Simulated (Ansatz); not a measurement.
Cd7CuTe7Br2⁻. Total charge -1; triplet. Geometry PBE-D4/def2-SVP, that of the neutral doublet; atoms count from 1.

```tsv
atom	x (Å)	y (Å)	z (Å)
Te1	0.612	1.920	-0.026
Te2	0.954	-2.441	2.528
Te3	1.815	1.865	-4.124
Te4	0.486	-2.155	-2.714
Te5	-2.538	1.518	3.048
Te6	-2.979	-2.038	0.369
Te7	-3.241	0.878	-2.423
Cd8	0.126	2.162	2.777
Cd9	-0.664	1.200	-3.274
Cd10	-1.475	-1.043	2.624
Cd11	2.062	-0.088	1.442
Cu12	-1.694	-1.132	-1.757
Cd13	-0.124	-2.590	-0.037
Cd14	2.233	0.007	-2.126
Cd15	-2.132	0.990	0.191
Br16	2.462	1.475	3.769
Br17	4.096	-0.529	-0.265
```

In the def2 sets Cd, Te take a core potential; there is no spin–orbit coupling. Single mean-field runs in def2-SVP are fitted with def2-universal-jkfit. At PBE0-D4/def2-SVP a singlet of charge -1 lies 2.12 eV below the triplet at the same geometry.

Q: Estimate the Mulliken populations from the PBE0/def2-SVP orbitals of Ansatz.

A: 
```tsv
atom	charge (e)	spin (α − β)	d electrons
Te1	-0.54	0.02	–
Te2	-0.40	0.06	–
Te3	-0.49	0.05	–
Te4	-0.40	0.07	–
Te5	-0.40	0.07	–
Te6	-0.34	0.44	–
Te7	-0.31	0.33	–
Cd8	0.39	0.36	10.02
Cd9	0.41	0.00	10.02
Cd10	0.20	0.36	10.02
Cd11	0.46	0.04	10.04
Cu12	-0.04	0.17	9.68
Cd13	0.42	0.00	10.02
Cd14	0.46	0.04	10.03
Cd15	0.34	-0.03	10.03
Br16	-0.40	0.02	–
Br17	-0.38	0.01	–
```
Mulliken values and Mayer orders depend strongly on the basis.

Q: Where does the spin sit?

A: Summed by element: Te 1.04, Cd 0.76, Cu 0.17, Br 0.03, of 2 unpaired in all. Largest on single atoms: Te6 0.44, Cd8 0.36, Cd10 0.36.

Q: And the Mayer bond orders between bonded heavy atoms (over 0.3)?

A: Te1–Cd8 0.41 (2.86 Å); Te1–Cd11 0.60 (2.88 Å); Te1–Cd15 0.60 (2.91 Å); Te2–Cd10 0.61 (2.80 Å); Te2–Cd11 0.62 (2.82 Å); Te2–Cd13 0.75 (2.79 Å); Te3–Cd9 1.00 (2.70 Å); Te3–Cd14 0.81 (2.76 Å); Te4–Cu12 0.69 (2.59 Å); Te4–Cd13 0.69 (2.78 Å); Te4–Cd14 0.55 (2.84 Å); Te5–Cd8 0.66 (2.75 Å); Te5–Cd10 0.70 (2.81 Å); Te5–Cd15 0.64 (2.93 Å); Te6–Cd10 0.38 (2.89 Å); Te6–Cu12 0.64 (2.64 Å); Te6–Cd13 0.46 (2.94 Å); Te6–Cd15 0.31 (3.15 Å); Te7–Cd9 0.66 (2.73 Å); Te7–Cu12 0.65 (2.62 Å); Te7–Cd15 0.58 (2.84 Å); Cd8–Br16 0.51 (2.63 Å); Cd11–Br16 0.42 (2.83 Å); Cd11–Br17 0.48 (2.69 Å); Cd14–Br17 0.48 (2.69 Å).
